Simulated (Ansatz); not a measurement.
`[SiH3]/C=[CH]\[GaH2]` + CH₃OH → `C[O][GaH2]` + `C=C[SiH3]` at 298.15 K and 1 bar (ligand exchange at a Ga–C bond).

Gas-phase electronic energies from Ansatz, PBE0-D4/def2-TZVP geometries. CBS: MP2 limit from def2 TZ/QZ plus the TZ coupled-cluster correction, frozen cores. This one scheme is used for every species. For Ga outer-core shells are correlated without core-valence functions, which leaves a few kJ/mol of doubt a bond. Scalar relativity is left out up to krypton.

| species | CCSD(T)/CBS energy (Eh) | H − E (kJ/mol) | S (J/(mol·K)) |
| --- | --- | --- | --- |
| `[SiH3]/C=[CH]\[GaH2]` | -2293.28490 | 205.1 | 338.6 |
| CH₃OH | -115.61712 | 146.3 | 238.2 |
| `C[O][GaH2]` | -2040.16771 | 160.8 | 303.8 |
| `C=C[SiH3]` | -368.76077 | 190.7 | 286.4 |

H − E and S are ideal-gas, rigid-rotor, harmonic terms from PBE0-D4/def2-TZVP. 1 Eh = 2625.50 kJ/mol, R = 8.31446 J/(mol·K).

**Question.** By hand: ΔE, ΔH, ΔS and ΔG.

**Answer.** ΔE = (-2040.16771) + (-368.76077) − (-2293.28490) − (-115.61712) = -0.02646 Eh = -69.5 kJ/mol. Δ(H − E) = 160.8 + 190.7 − 205.1 − 146.3 = 0.1, so ΔH = -69.4 kJ/mol. ΔS = 303.8 + 286.4 − 338.6 − 238.2 = 13.4 J/(mol·K). ΔG = -69.4 − 298.15 × (13.4)/1000 = -73.4 kJ/mol.

**Question.** By hand: the equilibrium constant, and the temperature at which ΔG would vanish if ΔH and ΔS stayed fixed.

**Answer.** log₁₀ K = −ΔG/(RT ln 10) = 12.9. ΔH and −TΔS have one sign here, so there is no such temperature.

The number of gas molecules stays the same, so ΔS is small and ΔH decides. A doubt of 5 kJ/mol in ΔE shifts log₁₀ K by 0.9 here. These are equilibria of isolated gas molecules and say nothing of rates. Largest T1 diagnostic: 0.015 (customary marks: 0.02 for closed shells, 0.045 for open ones).
